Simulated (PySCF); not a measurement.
Species: C6H11FN (doublet state).
Geometry (GFN2-xTB, Å), atoms numbered from 1 in this order:
```xyz
19
C6H11FN angstrom
C      2.0318   -0.6988   -0.9504
C      0.9216   -0.1348   -0.1678
C      0.8323    1.0056    0.7860
C     -0.7083    0.8630    0.7639
N     -1.3999    2.0394    0.3160
C     -0.5491   -0.3337   -0.2382
C     -1.1173   -1.6835    0.1694
F     -1.1059   -0.0205   -1.5009
H      2.9687   -0.6094   -0.4021
H      1.8431   -1.7468   -1.1839
H      2.1565   -0.1749   -1.9065
H      1.1816    1.9680    0.3989
H      1.2998    0.8527    1.7622
H     -1.1373    0.5475    1.7181
H     -2.3955    1.8600    0.2399
H     -1.0688    2.3050   -0.6066
H     -0.7450   -1.9550    1.1528
H     -0.8142   -2.4396   -0.5513
H     -2.2038   -1.6349    0.1932
```

The hyperfine couplings belong to this conformer and change with its torsions.

As a line formula: `C[C]1C[C@@H](N)[C@@]1(C)F` [radical].

The calculation used UKS B3LYP, pcH-1 on C F H N, non-relativistic, mean-field spin-orbit, GIAO (PySCF 2.14.0). One conformer (not necessarily the lowest) at the GFN2-xTB geometry, without solvent, vibrations or thermal averaging. Couplings are sensitive to structure, and on GFN2-xTB geometries they can be far from those on DFT ones. No stability test was run, so a lower SCF solution isn't excluded.

The largest Mulliken spin populations are on C2 (+0.94), C3 (-0.09) and C1 (-0.07). C2 is the only atom above +0.15. The positive populations add up to 1.20 and the negative ones to -0.20, together 2S = 1. The angles at C2 add up to 359.1°, so it is planar.

(1) How do the β-proton couplings of this frozen conformer go with θ, the angle between the C–H bond and the normal to the plane of the spin centre's three neighbours, both seen down the bond from centre to carbon?

(2) What would the freely rotating methyl group on C1 show?

Answers

(1) 
```json
{"β H": "H9", "on": "C1", "centre": "C2", "θ (°)": "63", "cos²θ": "0.21", "a (G)": "+11.38"}
{"β H": "H10", "on": "C1", "centre": "C2", "θ (°)": "59", "cos²θ": "0.27", "a (G)": "+15.13"}
{"β H": "H11", "on": "C1", "centre": "C2", "θ (°)": "3", "cos²θ": "1.00", "a (G)": "+50.96"}
{"β H": "H12", "on": "C3", "centre": "C2", "θ (°)": "28", "cos²θ": "0.77", "a (G)": "+44.64"}
{"β H": "H13", "on": "C3", "centre": "C2", "θ (°)": "24", "cos²θ": "0.83", "a (G)": "+37.58"}
```

Fitting the Heller–McConnell form a = ρ(B0 + B2 cos²θ), with Mulliken ρ = 0.94, gives B0 = 1.8 G and B2 = 52.2 G, with a largest miss of 5.0 G. By this fit the coupling would be 50.8 G at θ = 0° and 1.7 G at 90°.

(2) Three equal couplings, a 1:3:3:1 quartet. The mean of the three values of this geometry estimates the splitting: 25.8 G, or 72.4 MHz (three bonds 120° apart have a mean cos²θ of 1/2 at any torsion).

Couplings in gauss use g_iso = 2.0025.
